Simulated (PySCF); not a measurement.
Constitutional and geometric isomers with formula CH2N2Si. All species are isolated molecules in the gas phase. Strings in code marks are SMILES.

Computed with CAM-B3LYP-D3(BJ)/def2-TZVP (PySCF). Delta-SCF ions had no search for a lower state. Excitations are Tamm–Dancoff values on a coarser integration grid. The basis has no diffuse functions, so Rydberg states are missing or too high.

```
species            HOMO–LUMO gap (eV)  S1 excitation (TDA) (eV)  dipole moment (D)  vertical ionisation energy (Delta-SCF) (eV)  T1 excitation (TDA) (eV)
-----------------  ------------------  ------------------------  -----------------  -------------------------------------------  ------------------------
`N(=[SiH2])C#N`                  6.91                      3.35               7.11                                         9.75                      2.95
`[H]/N=[si]1/cn1`                8.13                      3.53               1.18                                         9.62                      2.68
`[H]/N=[SiH]/C#N`                8.11                      4.11               3.97                                        10.43                      3.28
```
